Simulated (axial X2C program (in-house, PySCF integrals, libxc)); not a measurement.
**Worked dissociation energy of CaSr: PW91, scalar-relativistic**

All values were computed with an axial X2C code built on PySCF integrals. Spin-free means the one-electron spin-free X2C Hamiltonian. Basis: Sr dyall-cv3z [13s12p8d5f1g], Ca dyall-cv3z [11s12p6d4f] (cores contracted in-house); Gaussian nuclei, density fitting, unrestricted open shells. Masses: Sr 87.906 u, Ca 39.963 u.

Molecular state: M_S = 0, Λ = 0 (closed shell).

| Item | Value |
| --- | --- |
| E(Sr) (2M_S = 0, M_L = 0) | -3179.518788 hartree |
| E(Ca) (2M_S = 0, M_L = 0) | -680.472059 hartree |
| E(CaSr) at Re | -3859.999632 hartree |
| ωe | 69.7 cm⁻¹ |
| ωexe | 0.516 cm⁻¹ |

Work out De and D0.

De = -3179.518788 + (-680.472059) − (-3859.999632) = 0.00879 hartree = 0.239 eV. The zero-point energy is ωe/2 − ωexe/4 = 35 cm⁻¹ = 0.004 eV, so D0 = 0.235 eV.

The state is a single determinant with fixed occupations, the lowest that a limited PBE0 search found. Dissociation energies refer to the lowest single-determinant-based atoms at the same level and basis.

The levels of this run spread widely (ωe from 43 to 70 cm⁻¹), so these constants depend on the method. The bond is weak, and without diffuse functions and with truncated virtuals even CCSD(T) can be tens of per cent off in De.

Each atomic determinant is the lowest at this level and need not be a pure term. Totals compare only within one Hamiltonian and basis.
